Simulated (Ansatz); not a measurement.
**InCl (SMILES [Cl][In]): methods side by side**

InCl: 2 atoms, total charge 0, spin state singlet. As SMILES, `[Cl][In]`. The shape comes from GFN2-xTB, which is rough for such elements, and wasn't checked as a minimum.

```
atom   x (Å)   y (Å)   z (Å)
  Cl  0.0000  0.0000  0.0000
  In  0.0000  0.0000  2.3857
```

Quantity: the energy change with the Cl1–In2 bond stretched from 2.386 to 3.017 Å, in eV. The values are calculated.

```
                      level                   kind  program  value (eV)  less FCI/STO-3G
     HF/STO-3G (restricted)           Hartree–Fock   Ansatz        1.73            +0.08
    PBE/STO-3G (restricted)                    GGA   Ansatz        1.64            -0.01
 r2SCAN/STO-3G (restricted)               meta-GGA   Ansatz        1.70            +0.05
  B3LYP/STO-3G (restricted)          global hybrid   Ansatz        1.67            +0.02
r2SCAN0/STO-3G (restricted)        hybrid meta-GGA   Ansatz        1.75            +0.10
RPA@PBE/STO-3G (restricted)                    RPA   Ansatz        1.46            -0.19
CCSD(T)/STO-3G (restricted)  coupled cluster or CI   Ansatz        1.65             0.00
  CCSDT/STO-3G (restricted)  coupled cluster or CI   Ansatz        1.65             0.00
                 FCI/STO-3G     exact in the basis   Ansatz        1.65             0.00
```

FCI/STO-3G is exact within its basis and frozen core, so for wave-function methods in that basis the difference is their error; functionals converge differently with the basis, so for them it is only a difference. All-electron rows without a relativistic Hamiltonian named are non-relativistic. The first shape isn't each level's own minimum. The values span 1.46 to 1.75 eV. All rows use very small basis sets, so none should be taken for the real molecule's value. In the correlated wave-function rows the outer d shell of In is correlated, in sets not made for it.
